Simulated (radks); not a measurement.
The table gives one normalised radial function P(r) = r R(r) (large component) of Tb in [Xe] 4f9 6s1 6d1 (r in bohr). Method: Dirac Kohn-Sham, BLYP, spin-unpolarised, spherical densities, point nucleus; open shells fill j = l - 1/2 first; computed with a radial shooting solver on a logarithmic mesh with Libxc functionals.

r          P
0.003609  0.0000
0.005091  0.0000
0.007182  0.0000
0.01013   0.0000
0.01429   0.0001
0.02016   0.0004
0.02843   0.0014
0.04011   0.0046
0.05657   0.0144
0.0798    0.0415
0.1126    0.1076
0.1588    0.2456
0.224     0.4785
0.3159    0.7728
0.4457    1.0079
0.6286    1.0449
0.8867    0.8761
1.241     0.6208
1.75      0.3739
2.469     0.1952
3.483     0.0874
4.912     0.0313
6.929     0.0078
9.775     0.0012
13.79     0.0001
19.45     0.0000
27.43     0.0000
38.7      0.0000

Which n and l does it have? It may be an empty orbital.

Answer. n = 4, l = 3: the number of nodes gives n - l - 1 = 0, the rise at small r points to l (this Dirac orbital starts as r^gamma with gamma = sqrt((l + 1)^2 - (Z/c)^2) = 3.97; the j = 7/2 orbital of l + 1 starts with the same power, but with a smaller coefficient, and then steepens), and the extent must fit the shell. The curve is that of 4f7/2; the two j differ most near the nucleus, where j = l - 1/2 has the larger amplitude, and in heavy atoms j = l - 1/2 is also the more compact. 4f7/2: eigenvalue -6.050 eV, 0 radial nodes, <r> = 0.918 bohr, 90 % of the charge inside 1.62 bohr.
